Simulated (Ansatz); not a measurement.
Isolated molecules relaxed with PBE0-D4/def2-TZVP in Ansatz; ΔE leaves out vibrations. CCSD(T)/CBS adds triple-zeta CCSD(T) − MP2 to the extrapolated MP2 energy (def2 sets, frozen cores). This one scheme is used for every species. DFT in def2-TZVPP. def2 core potentials past Kr. For I outer-core shells are correlated without core-valence functions, which leaves a few kJ/mol of doubt a bond.

Consider the hydrogenolysis of a C–I bond: `FC=C(I)I` + H₂ → `F/C=C\I` + HI.

`FC=C(I)I`:

Z-matrix (Å, degrees):
```
C
C 1 1.325
F 1 1.328 2 122.4
H 1 1.084 2 124.2 3 -180.0
I 2 2.072 1 118.9 3 180.0
I 2 2.067 1 121.7 3 -0.0
```

H₂:

Cartesian coordinates in Å:
```
H -0.157 0.263 0.213
H 0.157 -0.263 -0.213
```

`F/C=C\I`:

```xyz
6

F     0.154    1.598   -0.650
C     0.058    0.673    0.296
C    -0.057   -0.618    0.047
I    -0.108   -1.419   -1.853
H     0.084    1.088    1.298
H    -0.131   -1.322    0.862
```

HI:

```xyz
2

I    -0.096   -0.789   -0.124
H     0.096    0.789    0.124
```

```csv
level,ΔE (kcal/mol),difference from CCSD(T)/CBS
PBE-D4,-16.7,0.5
PBE0-D4,-19.2,-2.0
B2PLYP,-19.7,-2.5
HF/def2-TZVPP,-28.3,-11.1
CCSD/def2-TZVPP,-21.1,-3.9
CCSD(T)/def2-TZVPP,-18.9,-1.7
MP2/def2-QZVPP,-14.0,3.2
SCS-MP2/def2-QZVPP,-16.1,1.1
HF/CBS(def2),-28.0,-10.8
CCSD/CBS(def2),-19.4,-2.2
CCSD(T)/CBS,-17.2,0
```

Largest T1 diagnostic among the species: 0.011.

From PBE to PBE0 (25 % exact exchange), in def2-TZVPP and without D4, ΔE moves by −2.2 kcal/mol. In def2-TZVPP, CCSD(T) changes the Hartree–Fock value by +9.4 kcal/mol (the triples alone add +2.2 kcal/mol) and MP2 by +13.1 kcal/mol.

CCSD(T)/CBS has its own doubt, a few kJ/mol and more with outer-core shells, so smaller differences from it don't rank the levels.
